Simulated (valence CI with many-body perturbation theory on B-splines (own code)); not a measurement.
Cd9+: calculated level list

Computed by relativistic CI+MBPT: three valence electrons over a frozen Dirac-Fock core [Kr], radial functions for each j: 7 s, 7 p, 8 d, 6 f, 4 g, 1 h, with the one-electron correlation potential Σ1 (screened to all orders), the two-electron term Σ2, the three-electron term Σ3, Breit, model QED; selected single and double excitations, second order for the rest, scaled by the run's own slope (own B-spline code, finite nucleus).

No measured spectrum was set against this ion. As an estimate, terms of the open shell hold to 2 to 4 % of their energy, and close levels can change places. The list stops below the first excitations out of the core. Only levels of the ground parity were solved; by the run's estimate the other parity begins above the list, which can be wrong where configurations are misplaced.

Levels 1 to 19 of 19, with energies above the lowest level, 4d3 4F_3/2. "Leading %" is the weight of the configuration and term that name the level; weights of strongly mixed levels are sums over their largest components and can fall short, so below about 35 % the name and the second component can differ from the true leading terms, or belong to a minority configuration. In the jj column 3d3/2^4 stands for four electrons in 3d with j = 3/2. Lifetimes count E1, E2, E3, M1 and M2 decay at the calculated energies, and are blank where another channel may lead or the interval is too uncertain; long ones can be off by a factor of two.

```csv
No.,Configuration,Term,J,E (cm⁻¹),Leading %,Lifetime,Second component,Leading jj
1,4d3,4F,3/2,0.0,94,,5 % 4d3 2D,4d3/2^3 (55 %)
2,4d3,4F,5/2,3848,98,424 ms,,4d3/2^2 4d5/2 (85 %)
3,4d3,4F,7/2,7951,96,351 ms,,4d3/2 4d5/2^2 (64 %)
4,4d3,4F,9/2,11825,88,687 ms,11 % 4d3 2G,4d3/2 4d5/2^2 (49 %)
5,4d3,4P,3/2,19399,65,153 ms,25 % 4d3 2P,4d3/2^2 4d5/2 (68 %)
6,4d3,4P,1/2,20488,85,1.40 s,15 % 4d3 2P,4d3/2^2 4d5/2 (87 %)
7,4d3,2G,7/2,24515,95,51.6 ms,,4d3/2 4d5/2^2 (54 %)
8,4d3,2H,9/2,25500,49,59.9 ms,42 % 4d3 2G,4d3/2^2 4d5/2 (69 %)
9,4d3,4P,5/2,26066,96,221 ms,,4d3/2 4d5/2^2 (64 %)
10,4d3,2D,3/2,30633,52,19.5 ms,28 % 4d3 4P,4d3/2 4d5/2^2 (84 %)
11,4d3,2P,1/2,32565,85,53.2 ms,15 % 4d3 4P,4d3/2 4d5/2^2 (87 %)
12,4d3,2H,11/2,34393,100,178 ms,,4d3/2 4d5/2^2 (100 %)
13,4d3,2H,9/2,36056,50,35.9 ms,47 % 4d3 2G,4d5/2^3 (60 %)
14,4d3,2D,5/2,37742,95,27.4 ms,,4d3/2 4d5/2^2 (61 %)
15,4d3,2P,3/2,41937,57,20.2 ms,35 % 4d3 2D,4d5/2^3 (86 %)
16,4d3,2F,7/2,48830,98,52.4 ms,,4d3/2 4d5/2^2 (81 %)
17,4d3,2F,5/2,49386,95,69.0 ms,5 % 4d3 2D,4d3/2 4d5/2^2 (49 %)
18,4d3,2D,5/2,75652,94,7.69 ms,4 % 4d3 2F,4d5/2^3 (50 %)
19,4d3,2D,3/2,75981,99,10.9 ms,,4d3/2 4d5/2^2 (86 %)
```

Names give the largest LS component (configuration and term), which can be under half, so a name can repeat, a term be missing and a line seem to break the LS rules; names also repeat where a configuration has a term twice.

The ionisation energy to 4d2 3F_2 of the next ion comes out as 173.47 eV (NIST: 173 ± 2.2 eV (theoretical)). All 19 levels together are meant to be complete up to 373870 cm⁻¹.
